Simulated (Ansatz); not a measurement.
Species: HF$_{2}$In, SMILES `[F][InH][F]` (charge 0, multiplicity 1).

Question: Give a relaxed geometry from CAM-B3LYP-D3(BJ)/def2-TZVP (Ansatz, a first-principles code).

Answer: the end point of this relaxation (outside a Z-matrix the atoms follow the SMILES, hydrogens last).
Bonded distances (Å): F1–In2 1.934, In2–F3 1.934, In2–H4 1.675. Bond angles (°): F1–In2–F3 106.7, F1–In2–H4 126.7, F3–In2–H4 126.7.
